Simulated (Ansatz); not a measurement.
**Nudged elastic band run: AlH6O3P**

The input (input.yaml):

```yaml
crystal:
  periodic: [false, false, false]
  atoms:
    - { symbol: Al, position_ang: [0.292798, -1.158588, 0.037154] }
    - { symbol: O, position_ang: [1.577023, -0.883408, -1.014289] }
    - { symbol: O, position_ang: [0.530099, -1.054403, 1.699449] }
    - { symbol: O, position_ang: [-1.218778, -1.575214, -0.572456] }
    - { symbol: H, position_ang: [0.431313, 2.06019, -0.82918] }
    - { symbol: P, position_ang: [-0.640635, 2.600251, -0.083312] }
    - { symbol: H, position_ang: [1.596637, -0.932133, -1.953311] }
    - { symbol: H, position_ang: [1.317628, -0.861912, 2.17619] }
    - { symbol: H, position_ang: [-2.010099, -1.782082, -0.108205] }
    - { symbol: H, position_ang: [-1.582973, 1.625151, -0.480691] }
    - { symbol: H, position_ang: [-0.293013, 1.96215, 1.128651] }
basis:
  gaussian: { orbitals: def2-SVP }
hamiltonian:
  xc: hf
neb:
  order_check: false
  images: 5
  f_tol: 0.05
  max_iterations: 60
  final_atoms:
    - { symbol: Al, position_ang: [-0.02600855, -0.32486211, 0.20920476] }
    - { symbol: O, position_ang: [1.35970073, -0.29760275, -1.22377911] }
    - { symbol: O, position_ang: [0.70505369, -0.9946681, 1.59232963] }
    - { symbol: O, position_ang: [-0.94562218, -1.39906612, -0.77221672] }
    - { symbol: H, position_ang: [1.55532744, 0.52592104, -1.65400996] }
    - { symbol: P, position_ang: [-0.58478363, 1.98255083, 0.18516801] }
    - { symbol: H, position_ang: [1.06782965, -0.92956755, -1.8748591] }
    - { symbol: H, position_ang: [0.99654006, -0.59975392, 2.39322492] }
    - { symbol: H, position_ang: [-1.56375053, -2.0458932, -0.4810715] }
    - { symbol: H, position_ang: [-1.98495447, 1.84748814, 0.04974843] }
    - { symbol: H, position_ang: [-0.57933222, 2.23545575, 1.57626064] }
  initial_path:
    images:
      - { positions_ang: [[0.292798, -1.158588, 0.037154], [1.577023, -0.883408, -1.014289], [0.530099, -1.054403, 1.699449], [-1.218778, -1.575214, -0.572456], [0.431313, 2.06019, -0.82918], [-0.640635, 2.600251, -0.083312], [1.596637, -0.932133, -1.953311], [1.317628, -0.861912, 2.17619], [-2.010099, -1.782082, -0.108205], [-1.582973, 1.625151, -0.480691], [-0.293013, 1.96215, 1.128651]] }
      - { positions_ang: [[0.21310833, -0.9711612, 0.15669356], [1.53115395, -0.68092518, -1.0952245], [0.64530811, -0.99265683, 1.72803682], [-1.24210644, -1.48539161, -0.46006042], [0.54829174, 1.60383707, -0.80188403], [-0.49652717, 2.40888846, -0.05504882], [1.45346416, -0.75529272, -2.02330258], [1.38587118, -0.89417713, 2.27306959], [-2.0213553, -1.80521874, -0.2034276], [-1.46531163, 1.6811511, -0.62717922], [-0.55189694, 1.89094877, 1.1083272]] }
      - { positions_ang: [[0.13341867, -0.78373441, 0.27623313], [1.4852849, -0.47844236, -1.17616001], [0.76051721, -0.93091066, 1.75662464], [-1.26543487, -1.39556921, -0.34766485], [0.66527049, 1.14748414, -0.77458805], [-0.35241934, 2.21752593, -0.02678564], [1.31029132, -0.57845244, -2.09329415], [1.45411435, -0.92644226, 2.36994918], [-2.0326116, -1.82835549, -0.2986502], [-1.34765026, 1.73715121, -0.77366744], [-0.81078088, 1.81974755, 1.08800339]] }
      - { positions_ang: [[0.053729, -0.59630761, 0.39577269], [1.43941585, -0.27595954, -1.25709551], [0.87572632, -0.86916448, 1.78521246], [-1.28876331, -1.30574682, -0.23526927], [0.78224923, 0.69113121, -0.74729208], [-0.2083115, 2.02616339, 0.00147754], [1.16711847, -0.40161216, -2.16328573], [1.52235753, -0.9587074, 2.46682878], [-2.0438679, -1.85149223, -0.3938728], [-1.22998889, 1.79315131, -0.92015567], [-1.06966481, 1.74854632, 1.06767959]] }
      - { positions_ang: [[0.02714982, -0.50582578, 0.33358338], [1.41284415, -0.28317394, -1.24599004], [0.81883544, -0.91099902, 1.72091818], [-1.17438293, -1.33685325, -0.41425175], [1.03994197, 0.63606115, -1.04953137], [-0.33380221, 2.01162587, 0.0627077], [1.1340222, -0.57759729, -2.06714352], [1.34708504, -0.83905624, 2.44229416], [-1.88382878, -1.91629255, -0.42293904], [-1.48164409, 1.81126359, -0.5968543], [-0.90622061, 1.91084946, 1.2372066]] }
      - { positions_ang: [[0.00057063, -0.41534395, 0.27139407], [1.38627244, -0.29038835, -1.23488458], [0.76194457, -0.95283356, 1.65662391], [-1.06000255, -1.36795969, -0.59323423], [1.2976347, 0.5809911, -1.35177066], [-0.45929292, 1.99708835, 0.12393785], [1.10092593, -0.75358242, -1.97100131], [1.17181255, -0.71940508, 2.41775954], [-1.72378965, -1.98109288, -0.45200527], [-1.73329928, 1.82937586, -0.27355294], [-0.74277642, 2.07315261, 1.40673362]] }
      - { positions_ang: [[-0.02600855, -0.32486211, 0.20920476], [1.35970073, -0.29760275, -1.22377911], [0.70505369, -0.9946681, 1.59232963], [-0.94562218, -1.39906612, -0.77221672], [1.55532744, 0.52592104, -1.65400996], [-0.58478363, 1.98255083, 0.18516801], [1.06782965, -0.92956755, -1.8748591], [0.99654006, -0.59975392, 2.39322492], [-1.56375053, -2.0458932, -0.4810715], [-1.98495447, 1.84748814, 0.04974843], [-0.57933222, 2.23545575, 1.57626064]] }
```

Run as:

```bash
$ ansatz run input.yaml --threads 2 --pin off --max-ram 3072MiB --backend cpu --events-out ev --progress --plain --runs-dir out
```

Output, in part (warnings, iteration lines, the closing report on the highest movable image, with atoms numbered from 0):

```
NEB end point (image 0): max|allowed force component| = 2.709e-3 eV/Å (the criterion of neb.relax_end_points is 1.000e-2)
NEB end point (image 6): max|allowed force component| = 2.262e-2 eV/Å (the criterion of neb.relax_end_points is 1.000e-2)
NEB iter   1: max|band force component| = 5.080e0 eV/Å  barrier→ = 2.6726 eV  barrier← = 2.5273 eV  Δτ_max = 0.2000 Å  (187 SCF iters)
NEB iter   2: max|band force component| = 2.216e0 eV/Å  barrier→ = 1.9877 eV  barrier← = 1.8423 eV  Δτ_max = 0.2000 Å  (143 SCF iters)
NEB iter   3: max|band force component| = 3.059e0 eV/Å  barrier→ = 1.9812 eV  barrier← = 1.8358 eV  Δτ_max = 0.1002 Å  (143 SCF iters)
NEB iter   4: max|band force component| = 8.284e-1 eV/Å  barrier→ = 1.5854 eV  barrier← = 1.4401 eV  Δτ_max = 0.1959 Å  (128 SCF iters)
NEB iter   5: max|band force component| = 6.207e-1 eV/Å  barrier→ = 1.6929 eV  barrier← = 1.5475 eV  Δτ_max = 0.1036 Å  (129 SCF iters)
NEB iter   6: max|band force component| = 7.531e-1 eV/Å  barrier→ = 1.5943 eV  barrier← = 1.4489 eV  CI = image 3  Δτ_max = 0.2000 Å  (114 SCF iters)
NEB iter   7: max|band force component| = 5.367e-1 eV/Å  barrier→ = 1.9051 eV  barrier← = 1.7597 eV  CI = image 3  Δτ_max = 0.1750 Å  (118 SCF iters)
NEB iter   8: max|band force component| = 2.772e-1 eV/Å  barrier→ = 1.8550 eV  barrier← = 1.7097 eV  CI = image 3  Δτ_max = 0.1095 Å  (121 SCF iters)
NEB iter   9: max|band force component| = 2.553e-1 eV/Å  barrier→ = 1.8353 eV  barrier← = 1.6899 eV  CI = image 3  Δτ_max = 0.0874 Å  (115 SCF iters)
NEB iter  10: max|band force component| = 2.735e-1 eV/Å  barrier→ = 1.8179 eV  barrier← = 1.6726 eV  CI = image 3  Δτ_max = 0.0437 Å  (114 SCF iters)
NEB iter  11: max|band force component| = 2.713e-1 eV/Å  barrier→ = 1.8084 eV  barrier← = 1.6631 eV  CI = image 3  Δτ_max = 0.0439 Å  (116 SCF iters)
NEB iter  12: max|band force component| = 2.747e-1 eV/Å  barrier→ = 1.8014 eV  barrier← = 1.6560 eV  CI = image 3  Δτ_max = 0.0438 Å  (115 SCF iters)
NEB iter  13: max|band force component| = 2.870e-1 eV/Å  barrier→ = 1.7917 eV  barrier← = 1.6464 eV  CI = image 3  Δτ_max = 0.0876 Å  (115 SCF iters)
NEB iter  14: max|band force component| = 2.938e-1 eV/Å  barrier→ = 1.7765 eV  barrier← = 1.6312 eV  CI = image 3  Δτ_max = 0.1754 Å  (114 SCF iters)
NEB iter  15: max|band force component| = 3.123e-1 eV/Å  barrier→ = 1.7478 eV  barrier← = 1.6024 eV  CI = image 3  Δτ_max = 0.1722 Å  (140 SCF iters)
NEB iter  16: max|band force component| = 3.062e-1 eV/Å  barrier→ = 1.7261 eV  barrier← = 1.5808 eV  CI = image 3  Δτ_max = 0.1732 Å  (138 SCF iters)
NEB iter  17: max|band force component| = 2.872e-1 eV/Å  barrier→ = 1.7110 eV  barrier← = 1.5657 eV  CI = image 3  Δτ_max = 0.1131 Å  (134 SCF iters)
NEB iter  18: max|band force component| = 2.539e-1 eV/Å  barrier→ = 1.7011 eV  barrier← = 1.5558 eV  CI = image 3  Δτ_max = 0.0845 Å  (114 SCF iters)
NEB iter  19: max|band force component| = 2.194e-1 eV/Å  barrier→ = 1.6923 eV  barrier← = 1.5469 eV  CI = image 3  Δτ_max = 0.0341 Å  (115 SCF iters)
NEB iter  20: max|band force component| = 1.872e-1 eV/Å  barrier→ = 1.6866 eV  barrier← = 1.5412 eV  CI = image 3  Δτ_max = 0.0312 Å  (113 SCF iters)
NEB iter  21: max|band force component| = 1.531e-1 eV/Å  barrier→ = 1.6800 eV  barrier← = 1.5347 eV  CI = image 3  Δτ_max = 0.0310 Å  (115 SCF iters)
NEB iter  22: max|band force component| = 1.309e-1 eV/Å  barrier→ = 1.6718 eV  barrier← = 1.5265 eV  CI = image 3  Δτ_max = 0.0333 Å  (112 SCF iters)
NEB iter  23: max|band force component| = 1.239e-1 eV/Å  barrier→ = 1.6621 eV  barrier← = 1.5167 eV  CI = image 3  Δτ_max = 0.0639 Å  (115 SCF iters)
NEB iter  24: max|band force component| = 1.143e-1 eV/Å  barrier→ = 1.6553 eV  barrier← = 1.5100 eV  CI = image 3  Δτ_max = 0.1825 Å  (116 SCF iters)
NEB iter  25: max|band force component| = 6.940e-1 eV/Å  barrier→ = 1.6597 eV  barrier← = 1.5143 eV  CI = image 3  Δτ_max = 0.0876 Å  (126 SCF iters)
NEB iter  26: max|band force component| = 3.315e-1 eV/Å  barrier→ = 1.6523 eV  barrier← = 1.5070 eV  CI = image 3  Δτ_max = 0.1759 Å  (123 SCF iters)
NEB iter  27: max|band force component| = 4.125e-1 eV/Å  barrier→ = 1.6488 eV  barrier← = 1.5035 eV  CI = image 3  Δτ_max = 0.0840 Å  (122 SCF iters)
NEB iter  28: max|band force component| = 1.686e-1 eV/Å  barrier→ = 1.6470 eV  barrier← = 1.5017 eV  CI = image 3  Δτ_max = 0.0498 Å  (117 SCF iters)
NEB iter  29: max|band force component| = 9.577e-2 eV/Å  barrier→ = 1.6462 eV  barrier← = 1.5009 eV  CI = image 3  Δτ_max = 0.0194 Å  (116 SCF iters)
NEB iter  30: max|band force component| = 7.517e-2 eV/Å  barrier→ = 1.6452 eV  barrier← = 1.4999 eV  CI = image 3  Δτ_max = 0.0229 Å  (119 SCF iters)
NEB iter  31: max|band force component| = 3.853e-2 eV/Å  barrier→ = 1.6448 eV  barrier← = 1.4995 eV  CI = image 3  Δτ_max = 0.0000 Å  (249 SCF iters)
Total energy: -22054.19636416 eV, -810.4767675118 hartree
Atom 0 at     0.026341    -0.619493     0.123366 Å, force     0.007615    -0.003346    -0.004843 eV/Å
Atom 1 at     1.332538    -0.223069    -1.060788 Å, force    -0.002191    -0.003592    -0.000381 eV/Å
Atom 2 at     0.449145    -0.980818     1.710510 Å, force    -0.004617    -0.011362     0.005824 eV/Å
Atom 3 at    -1.233476    -1.444316    -0.640699 Å, force     0.003071     0.005650     0.011220 eV/Å
Atom 4 at     0.778760     0.876605    -0.924892 Å, force    -0.001592     0.008447    -0.000556 eV/Å
Atom 5 at    -0.287514     2.061869    -0.230930 Å, force     0.006419    -0.004328    -0.005826 eV/Å
Atom 6 at     1.425561    -0.597347    -1.927917 Å, force     0.000710     0.000015     0.000864 eV/Å
Atom 7 at     1.126451    -0.694165     2.294213 Å, force     0.000415     0.009493    -0.004721 eV/Å
Atom 8 at    -1.910858    -1.968639    -0.251868 Å, force    -0.003986    -0.000910    -0.007684 eV/Å
Atom 9 at    -1.604229     1.552821    -0.259159 Å, force    -0.001813    -0.000318     0.006404 eV/Å
Atom 10 at    -0.102720     2.036553     1.168164 Å, force    -0.004030     0.000251    -0.000302 eV/Å
Dipole moment:     0.214392    -0.244533    -0.055845 e Å
```

The forces met the threshold. Neighbouring images differ by up to 1.3 eV, so the band resolves the path poorly. A vibrational analysis at the climbing image gives one clearly imaginary mode, 1692i cm⁻¹: a first-order saddle point. The orbitals stay closed-shell, which can raise the energy where a bond breaks towards radicals; this wasn't checked here.

Final band (atoms are numbered from 1 in the order of the input):

```json
{"image": "0", "path coordinate (Å)": "0.00", "energy (eV)": "0.00", "H5–P6 (Å)": "1.41", "Al1–P6 (Å)": "3.87", "O2–H5 (Å)": "3.16"}
{"image": "1", "path coordinate (Å)": "0.65", "energy (eV)": "0.03", "H5–P6 (Å)": "1.41", "Al1–P6 (Å)": "3.62", "O2–H5 (Å)": "2.59"}
{"image": "2", "path coordinate (Å)": "1.31", "energy (eV)": "0.36", "H5–P6 (Å)": "1.43", "Al1–P6 (Å)": "3.15", "O2–H5 (Å)": "1.96"}
{"image": "3", "path coordinate (Å)": "1.96", "energy (eV)": "1.64", "H5–P6 (Å)": "1.74", "Al1–P6 (Å)": "2.72", "O2–H5 (Å)": "1.24"}
{"image": "4", "path coordinate (Å)": "2.59", "energy (eV)": "0.65", "H5–P6 (Å)": "2.19", "Al1–P6 (Å)": "2.44", "O2–H5 (Å)": "0.97"}
{"image": "5", "path coordinate (Å)": "3.22", "energy (eV)": "0.22", "H5–P6 (Å)": "2.70", "Al1–P6 (Å)": "2.38", "O2–H5 (Å)": "0.95"}
{"image": "6", "path coordinate (Å)": "3.85", "energy (eV)": "0.15", "H5–P6 (Å)": "3.18", "Al1–P6 (Å)": "2.37", "O2–H5 (Å)": "0.95"}
```

The run took 3.3 min on 2 threads of Arm Neoverse V1 (shared host), peak memory 0.22 GiB.
